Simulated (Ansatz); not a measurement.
Basis-set series for `CC(C)[NH][Hf]([F])([F])[NH]C(C)C`. Total charge 0; spin multiplicity 1. Hf: def2 effective core potential. All single points use the PBE0-D4/def2-TZVP geometry. It is one conformer, not always the lowest.

```tsv
functional	basis	functions	energy (Eh)	HOMO (eV)	LUMO (eV)
PBE0-D4	def2-SVP	252	-594.72744	-6.85	-0.28
PBE0-D4	def2-TZVPP	590	-595.36930	-6.93	-0.32
ωB97M-V	def2-SVP	252	-595.00395	-9.19	1.40
ωB97M-V	def2-TZVPP	590	-595.67344	-9.27	1.20
```

Give the rows for def2-QZVPP. (Estimate.)

Computed: 
```
functional       basis  functions  energy (Eh)  HOMO (eV)  LUMO (eV)
   PBE0-D4  def2-QZVPP       1131   -595.40010      -6.95      -0.38
   ωB97M-V  def2-QZVPP       1131   -595.70276      -9.29       0.73
```

Positive LUMOs are unbound and depend on the basis.
